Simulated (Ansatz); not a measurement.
`C[CH2][SbH2]` and `CC[SeH]` differ in one atom or group.

Ansatz, PBE0-D4/def2-TZVP geometries, multiplicity 1. Each molecule was computed in one conformer, which needn't be the lowest.

Elements past krypton have def2 core potentials. Scalar relativity is left out up to krypton.

| property | `C[CH2][SbH2]` |
| --- | --- |
| HOMO–LUMO gap (ωB97M-V/def2-TZVPP) / eV | 10.36 |
| HOMO energy (B3LYP/def2-TZVPP) / eV | -6.74 |
| LUMO energy (PBE/def2-TZVPP) / eV | -0.94 |
| LUMO energy (ωB97M-V/def2-TZVPP) / eV | 1.37 |
| HOMO–LUMO gap (PBE0/def2-TZVPP) / eV | 6.71 |
| HOMO energy (PBE0/def2-TZVPP) / eV | -6.90 |

Q: Give the same properties after the change, and the shifts. (Best estimate.)

A: Ansatz gave: 
```csv
property,`CC[SeH]`,shift
HOMO–LUMO gap (ωB97M-V/def2-TZVPP) / eV,10.58,0.22
HOMO energy (B3LYP/def2-TZVPP) / eV,-6.24,0.50
LUMO energy (PBE/def2-TZVPP) / eV,-0.75,0.19
LUMO energy (ωB97M-V/def2-TZVPP) / eV,1.90,0.53
HOMO–LUMO gap (PBE0/def2-TZVPP) / eV,6.61,-0.10
HOMO energy (PBE0/def2-TZVPP) / eV,-6.47,0.43
```

With PBE0 the HOMO rises by 0.43 eV and the LUMO rises by 0.34 eV, so the gap narrows by about 0.09 eV. PBE moves the HOMO by 0.58 eV and ωB97M-V by 0.31 eV. The zero-point energy changes by -13.6 kJ/mol with -3 modes.

B3LYP here is the variant with VWN-RPA as its local correlation; programs differ in this.

Spin–orbit coupling is left out; it splits and shifts lone-pair levels of the heavy atoms by tenths of an eV.
